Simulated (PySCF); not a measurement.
Se(SiH3)(OSiH3) (H6OSeSi2), SMILES [SiH3][Se]O[SiH3].

The structure is a stationary point at PBE0-D3(BJ)/def2-SVP. This is a generated structure with no PubChem entry under its InChIKey; it may be hypothetical. The values are those of a single conformer.

The numbers are results of TDDFT-PBE/def2-SVPD run with PySCF, not measurements.

Vertical excitations. The molecule is in vacuum.

| state | energy (eV) | λ (nm) | f | main pairs |
|---|---|---|---|---|
| S1 | 3.19 | 388 | 0.000 | HOMO→LUMO 100 % |
| S2 | 4.32 | 287 | 0.001 | HOMO−1→LUMO 99 % |
| S3 | 4.72 | 263 | 0.013 | HOMO→LUMO+1 98 % |
| S4 | 5.25 | 236 | 0.001 | HOMO→LUMO+2 97 % |
| S5 | 5.44 | 228 | 0.028 | HOMO−2→LUMO 95 % |
| S6 | 5.60 | 221 | 0.000 | HOMO−3→LUMO 97 % |
| S7 | 5.82 | 213 | 0.001 | HOMO→LUMO+3 98 % |
| S8 | 5.88 | 211 | 0.019 | HOMO−1→LUMO+1 68 %, HOMO→LUMO+4 28 % |
| S9 | 5.98 | 207 | 0.029 | HOMO→LUMO+5 80 % |
| S10 | 6.02 | 206 | 0.022 | HOMO→LUMO+4 46 %, HOMO−5→LUMO 14 %, HOMO−1→LUMO+1 12 %, HOMO→LUMO+6 12 % |
| T1 | 2.54 | 489 | 0 | HOMO→LUMO 100 % |
| T2 | 3.77 | 329 | 0 | HOMO−1→LUMO 99 % |
| T3 | 4.40 | 282 | 0 | HOMO→LUMO+1 99 % |
| T4 | 5.03 | 246 | 0 | HOMO−2→LUMO 96 % |
Triplets are in the Tamm–Dancoff approximation, which puts them higher than full response would, so one can lie above its singlet here.
